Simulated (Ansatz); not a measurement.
Computed with Ansatz on PBE0-D4/def2-TZVP structures; ΔE is electronic, products minus reactants. CCSD(T)/CBS adds triple-zeta CCSD(T) − MP2 to the extrapolated MP2 energy (def2 sets, frozen cores). Functionals use def2-TZVPP. def2 core potentials past Kr. For Se, Sn outer-core shells are correlated without core-valence functions, which leaves a few kJ/mol of doubt a bond. Scalar relativity is left out up to krypton. One conformer a species, not always the lowest.

Reaction (redistribution): `[Cl][SnH]([Cl])[SeH]` + `C[S][SnH3]` → `C[S][SnH]([Cl])[Cl]` + `[SeH][SnH3]`

`[Cl][SnH]([Cl])[SeH]`:

```xyz
6

Cl   -1.360   -0.192    1.928
Sn   -0.473    0.028   -0.202
Cl   -1.333    1.974   -1.107
Se    1.998    0.403   -0.073
H    -1.013   -1.302   -1.110
H     2.180   -0.910    0.565
```

`C[S][SnH3]`:

Z-matrix (Å, degrees):
```
C
S 1 1.817
H 1 1.090 2 111.6
H 1 1.090 2 106.5 3 118.3
H 1 1.090 2 111.6 3 -123.3
Sn 2 2.394 1 99.5 3 61.6
H 6 1.709 2 108.9 1 -59.2
H 6 1.701 2 106.7 1 -179.7
H 6 1.709 2 108.9 1 59.7
```

`C[S][SnH]([Cl])[Cl]`:

```xyz
9

C    -0.575    1.422   -0.529
S     1.165    0.937   -0.321
Sn    0.841   -1.261    0.476
Cl   -0.438   -2.429   -1.072
Cl   -0.515   -1.174    2.359
H    -1.105    1.396    0.423
H    -0.555    2.446   -0.899
H    -1.074    0.787   -1.260
H     2.257   -2.125    0.823
```

`[SeH][SnH3]`:

Cartesian coordinates in Å:
```
Se -0.229 -1.939 -0.141
Sn 0.354 0.512 0.119
H -1.615 -1.630 -0.517
H 1.991 0.526 0.584
H -0.632 1.213 1.321
H 0.130 1.318 -1.367
```

Q: Is it downhill or uphill in electronic energy at CCSD(T)/CBS, and by how much? (An estimate is asked.)

A: Ansatz gave: Downhill: ΔE = -10.6 kJ/mol.

Q: What do these levels give: LDA (SPW92), PBE0-D4, CAM-B3LYP-D4, ωB97M-V, CCSD(T)/def2-SVP, CCSD/def2-TZVPP? (Estimate.)

A: The calculation gave: LDA (SPW92) -11.6, PBE0-D4 -10.8, CAM-B3LYP-D4 -10.7, ωB97M-V -11.4, CCSD(T)/def2-SVP -13.4, CCSD/def2-TZVPP -10.0 kJ/mol.

Largest T1 diagnostic among the species: 0.012.

Leaving LDA and LC-ωPBE aside and taking each functional with its dispersion term where it has one, the values, not all of them listed here, spread over 1.9 kJ/mol, from ωB97M-V to B2PLYP.
